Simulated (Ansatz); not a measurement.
`FC(F)(F)C1=CC(C(F)(F)F)=[O+][Al-]([F])([F])[O]1`. The species carries charge 0 and has multiplicity 1. Geometry: relaxed with PBE0-D4/def2-TZVP.

```xyz
17

F    -0.904   -2.111   -2.731
C    -0.942   -0.858   -2.326
F    -2.211   -0.451   -2.297
F    -0.285   -0.100   -3.205
C    -0.314   -0.696   -0.931
C    -0.283    0.577   -0.380
C     0.272    0.781    0.875
C     0.278    2.215    1.432
F    -0.973    2.671    1.510
F     0.958    3.013    0.608
F     0.827    2.267    2.628
O     0.781   -0.100    1.619
Al    0.917   -1.872    1.234
F    -0.052   -2.726    2.245
F     2.496   -2.271    1.047
O     0.126   -1.750   -0.400
H    -0.692    1.412   -0.930
```

Q: What is the dipole moment at B3LYP/def2-TZVPP? (Estimate.)

A: Ansatz gave: 3.71 D, with components (-1.40, 2.87, -1.89) D in this frame, pointing from negative to positive charge.

Q: And with PBE, r2SCAN, ωB97M-V? (An estimate is asked.)

A: The calculation gave: PBE 3.56 D, r2SCAN 3.65 D, ωB97M-V 3.70 D.

Q: Give the Mulliken charges with B3LYP, r2SCAN, ωB97M-V in def2-TZVPP. (Estimate.)

A: Computed: 
```csv
atom,B3LYP,r2SCAN,ωB97M-V
F1,-0.14,-0.14,-0.13
C2,0.52,0.51,0.48
F3,-0.16,-0.16,-0.15
F4,-0.16,-0.16,-0.15
C5,0.20,0.26,0.21
C6,-0.22,-0.27,-0.19
C7,0.20,0.26,0.21
C8,0.52,0.51,0.48
F9,-0.16,-0.16,-0.15
F10,-0.16,-0.16,-0.15
F11,-0.14,-0.14,-0.13
O12,-0.22,-0.25,-0.24
Al13,0.73,0.72,0.69
F14,-0.36,-0.36,-0.35
F15,-0.36,-0.36,-0.35
O16,-0.22,-0.25,-0.24
H17,0.14,0.10,0.14
```

B3LYP here is the variant with VWN-RPA as its local correlation; programs differ in this.
